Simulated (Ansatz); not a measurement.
Relaxation of CH4AlFN (8 atoms, charge 1, multiplicity 1), to a largest force component of 0.02 eV/Å in at most 40 steps.

Computed with RKS BLYP/def2-SVP (Ansatz 0.2.0).

```xyz
8
Properties=species:S:1:pos:R:3
C -0.474 1.145 -0.632
N -0.499 0.179 0.191
Al 0.841 -1.225 0.448
F 0.314 -2.203 1.626
H 0.377 1.254 -1.302
H -1.274 1.882 -0.702
H -1.328 0.120 0.804
H 2.044 -1.152 -0.431
```

**Question.** Where does it end, and by what steps?

**Answer.** The run converged. Limits of this set-up: the dipole of an ion depends on the origin. After 5 steps the energy has fallen by 0.088 eV; H8 moved furthest, 0.07 Å.

```json
{"step": "0", "energy less start (eV)": "0.0000", "largest force component (eV/Å)": "1.253", "accepted": "yes"}
{"step": "1", "energy less start (eV)": "-0.0764", "largest force component (eV/Å)": "0.464", "accepted": "yes"}
{"step": "2", "energy less start (eV)": "-0.0872", "largest force component (eV/Å)": "0.126", "accepted": "yes"}
{"step": "3", "energy less start (eV)": "-0.0872", "largest force component (eV/Å)": "0.122", "accepted": "yes"}
{"step": "4", "energy less start (eV)": "-0.0744", "largest force component (eV/Å)": "0.394", "accepted": "no"}
{"step": "5", "energy less start (eV)": "-0.0885", "largest force component (eV/Å)": "0.004", "accepted": "yes"}
```

```xyz
8
Properties=species:S:1:pos:R:3
C -0.474 1.151 -0.638
N -0.500 0.166 0.201
Al 0.850 -1.239 0.455
F 0.277 -2.213 1.660
H 0.387 1.271 -1.322
H -1.297 1.888 -0.691
H -1.343 0.129 0.805
H 2.100 -1.153 -0.470
```

Whether the end is a true minimum wasn't checked by a vibrational analysis.

The run took 12 s on 1 thread of Arm Neoverse V1 (shared host), peak memory 0.13 GiB.
